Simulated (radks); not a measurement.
The numbers below are computed, except where a source is named.
All-electron atom: Tl+ in [Hg].

Level of theory: Dirac Kohn-Sham, PBE, spin-unpolarised, spherical densities, finite nucleus; Fermi nuclear charge, rms radius 5.4759 fm (a radial shooting solver on a logarithmic mesh with Libxc functionals).

Energy parts (hartree):
part                       energy
total                 -20283.3473
kinetic                23482.7229
electron-nucleus      -51214.5736
Hartree                 7830.1830
exchange-correlation    -381.6796

Orbitals (lengths in bohr, moments of r in powers of bohr; <r^-3> diverges for s and p1/2; r(90%) holds 90 % of the orbital's charge):
orbital  occ.  eigenvalue (hartree)  r(90%)       <r^4>  <r^-3>
1s1/2       2             -3139.863  0.0299   3.762e-07       -
2s1/2       2             -558.8346   0.107  0.00005419       -
2p1/2       2             -536.6389  0.0934  0.00003201       -
2p3/2       4             -460.7362   0.105  0.00005093   22400
3s1/2       2             -133.5787   0.261    0.001961       -
3p1/2       2             -123.5230   0.252    0.001701       -
3p3/2       4             -106.6489   0.275    0.002394    5261
3d3/2       4             -89.98355   0.248    0.001576   921.9
3d5/2       6             -86.37956   0.254    0.001745   756.6
4s1/2       2             -30.01813   0.562     0.04332       -
4p1/2       2             -25.67677   0.571     0.04586       -
4p3/2       4             -21.57455   0.620     0.06371    1284
4d3/2       4             -14.47232   0.646     0.07444   203.4
4d5/2       6             -13.70687   0.662     0.08214   163.0
4f5/2       6              -4.53994   0.740      0.1337   35.23
4f7/2       8              -4.37093   0.751      0.1415   33.41
5s1/2       2              -5.06520    1.25       1.081       -
5p1/2       2              -3.60785    1.36       1.498       -
5p3/2       4              -2.86550    1.50       2.219   228.1
5d3/2       4              -0.88561    2.07       8.176   22.28
5d5/2       6              -0.80448    2.16       9.736   17.20
6s1/2       2              -0.59908    3.51       64.97       -

The highest occupied level is 6s1/2 at -16.302 eV. Summed over all electrons, <r^2> = 52.12 bohr^2, which gives a Langevin (diamagnetic) susceptibility term of -41.3 x 10^-6 cm^3/mol. The density falls to 0.001 e/bohr^3 at r = 3.96 bohr. For comparison, the ionisation energy in NIST's Atomic Spectra Database is 20.428 eV (measured). In exact Kohn-Sham theory the highest level is minus the ionisation energy, but local and semilocal functionals leave it too shallow, through self-interaction and a potential that decays too fast; potentials with the right tail come closer. The electron density at the nucleus is 2.523e+06 e/bohr^3.
